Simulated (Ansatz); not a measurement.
Clusters of 4 atoms, halide: gap (eV) at several levels, gas phase, relaxed structures; Ansatz. Clusters are the lowest isomers that short searches found in that spin, judged at the geometry's level. Core potentials for I, La, Rb in the def2 sets, no spin–orbit coupling. HOMO and LUMO are taken over both spins. Singlets are spin-restricted. The structures are stationary points that may keep the symmetry of their start.

```
species    state             geometry  PBE-D4/def2-SVP  PBE-D4/def2-TZVP  r2SCAN-D4/def2-TZVP  PBE0-D4/def2-SVP  PBE0-D4/def2-TZVP
   K2H2  singlet  r2SCAN-D4/def2-TZVP             2.19              2.28                 3.13              3.64               3.76
 Be2I2⁺  doublet  r2SCAN-D4/def2-TZVP             2.03              2.04                 2.73              3.82               3.84
  Rb2H2  singlet  r2SCAN-D4/def2-TZVP             2.04              2.08                 2.82              3.46               3.51
   K2F2  singlet    PBE0-D4/def2-TZVP             3.60              4.21                 5.15              5.94               6.54
  K2F2⁺  doublet    PBE0-D4/def2-TZVP             1.78              1.83                 2.69              5.46               5.48
   AlF3  singlet     PBE-D4/def2-TZVP             6.92              7.10                 8.12              9.99              10.10
```

Question: Estimate the rows for K2Cl2 (singlet, PBE0-D4/def2-TZVP geometry); LaCl3 (singlet, PBE0-D4/def2-SVP geometry).

Answer: 
```json
{"species": "K2Cl2", "state": "singlet", "geometry": "PBE0-D4/def2-TZVP", "PBE-D4/def2-SVP": "3.79", "PBE-D4/def2-TZVP": "4.20", "r2SCAN-D4/def2-TZVP": "5.17", "PBE0-D4/def2-SVP": "5.63", "PBE0-D4/def2-TZVP": "6.03"}
{"species": "LaCl3", "state": "singlet", "geometry": "PBE0-D4/def2-SVP", "PBE-D4/def2-SVP": "3.94", "PBE-D4/def2-TZVP": "4.04", "r2SCAN-D4/def2-TZVP": "4.76", "PBE0-D4/def2-SVP": "5.97", "PBE0-D4/def2-TZVP": "6.07"}
```
